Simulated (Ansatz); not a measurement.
Basis-set series for C2H5NOSi, SMILES `OC1N=C1[SiH3]`. Charge 0, multiplicity 1. The structure was optimised at the PBE0-D4/def2-TZVP level. It is one conformer, not always the lowest.

| atom | x (Å) | y (Å) | z (Å) |
| --- | --- | --- | --- |
| O1 | -1.5833 | -1.4833 | -0.4446 |
| C2 | -1.2621 | -0.1430 | -0.5394 |
| N3 | -1.2057 | 0.6536 | 0.7080 |
| C4 | -0.1034 | 0.3321 | 0.1755 |
| Si5 | 1.7352 | 0.4460 | 0.4494 |
| H6 | -2.5413 | -1.5715 | -0.4270 |
| H7 | -1.6310 | 0.3597 | -1.4312 |
| H8 | 2.2639 | -0.9339 | 0.5601 |
| H9 | 2.0029 | 1.2217 | 1.6833 |
| H10 | 2.3245 | 1.1186 | -0.7341 |

```json
{"functional": "PBE0-D4", "basis": "def2-TZVPP", "functions": "236", "energy (Eh)": "-498.34726", "HOMO (eV)": "-7.39", "LUMO (eV)": "-1.19"}
{"functional": "PBE0-D4", "basis": "def2-QZVPP", "functions": "448", "energy (Eh)": "-498.36867", "HOMO (eV)": "-7.43", "LUMO (eV)": "-1.24"}
{"functional": "ωB97M-V", "basis": "def2-TZVPP", "functions": "236", "energy (Eh)": "-498.60629", "HOMO (eV)": "-9.66", "LUMO (eV)": "1.04"}
{"functional": "ωB97M-V", "basis": "def2-QZVPP", "functions": "448", "energy (Eh)": "-498.62626", "HOMO (eV)": "-9.70", "LUMO (eV)": "0.97"}
```

Problem. Give the rows for def2-SVP. (An estimate is asked.)

Solution. Ansatz gave: 
| functional | basis | functions | energy (Eh) | HOMO (eV) | LUMO (eV) |
| --- | --- | --- | --- | --- | --- |
| PBE0-D4 | def2-SVP | 99 | -498.00490 | -7.25 | -1.02 |
| ωB97M-V | def2-SVP | 99 | -498.25504 | -9.50 | 1.29 |

Positive LUMOs are unbound and depend on the basis.
